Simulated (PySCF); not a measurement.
C₂H₆ClInO, SMILES C[CH2][In]([OH])[Cl].

Geometry: PBE0-D3(BJ)/def2-SVP. The def2 effective core potentials stand for the cores of In; spin–orbit coupling is left out. Other conformers were not sampled.

Level of theory: PBE/def2-TZVP run with PySCF.

Gas-phase values at a fixed geometry.

Computed frontier levels, gap, dipole moment and polarisability:
The highest occupied level is -6.82 eV, the lowest empty level comes out as -2.21 eV and the orbital gap is 4.61 eV. The dipole moment comes out as 0.561 e·Å. The quadrupole, principal values (traceless, Buckingham form, about the centre of nuclear charge) comes out as -12.10, 5.46, 6.64 D·Å and the mean static polarisability is 79.6 bohr³ (11.79 Å³). The polarisability, principal values is 56.5, 84.1, 98.2 bohr³.
